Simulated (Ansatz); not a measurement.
Name a neutral molecule of Br, Cl, Zn with size of the dipole moment (PBE/def2-TZVPP) between 0.05 and 0.35 D and HOMO energy (B3LYP/def2-TZVPP) between -8.50 and -8.20 eV (Ansatz, PBE0-D4/def2-TZVP geometry).

`[Cl][Zn][Br]` (0.31 D, -8.47 eV). Other molecules can fit too; these were computed, each in one conformer that needn't be the lowest.

B3LYP here is the variant with VWN-RPA as its local correlation; programs differ in this.
